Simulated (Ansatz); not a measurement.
This geometry of CH₅AlBClO (10 atoms, charge 0, multiplicity 1) is a first-order saddle point.

Level of theory: RKS PBE/STO-3G (Ansatz 0.2.0).

```xyz
10
Properties=species:S:1:pos:R:3
C 0.455 -1.789 0.755
Al 0.561 -0.154 -0.247
Cl 2.317 0.035 -1.399
B -0.814 1.355 -0.296
O -0.544 2.458 -1.057
H 1.311 -2.461 0.578
H 0.414 -1.589 1.840
H -0.462 -2.351 0.508
H -1.835 1.308 0.311
H -1.320 3.137 -0.989
```

Which two structures does it join? (They come from a converged band through this point; their orientation in space is the band's.)

No bond is made or broken.  The two ends are copies of one structure, up to a mirror image or an exchange of like atoms.

Image 0:

```xyz
10
Properties=species:S:1:pos:R:3
C 0.334 -1.822 0.598
Al 0.689 -0.067 -0.096
Cl 2.676 0.221 -0.744
B -0.553 1.542 -0.190
O -1.295 1.744 -1.322
H 1.133 -2.545 0.365
H 0.229 -1.798 1.698
H -0.611 -2.233 0.202
H -0.649 2.312 0.711
H -1.870 2.596 -1.220
```

Image 6:

```xyz
10
Properties=species:S:1:pos:R:3
C 0.355 -1.792 0.675
Al 0.664 -0.107 -0.195
Cl 2.652 0.186 -0.833
B -0.675 1.356 -0.652
O -0.879 2.373 0.240
H 1.287 -2.341 0.887
H -0.179 -1.661 1.633
H -0.277 -2.449 0.052
H -1.286 1.350 -1.672
H -1.579 3.035 -0.132
```

How far does it lie above each of them?

0.054 eV above the first and 0.054 eV above the second. This is the barrier of this one path; another mechanism may lie lower. Limits of this set-up: minimal basis.

Time of the run: 2.3 min on 1 thread of Arm Neoverse V1, on a shared host, peak memory 0.096 GiB.
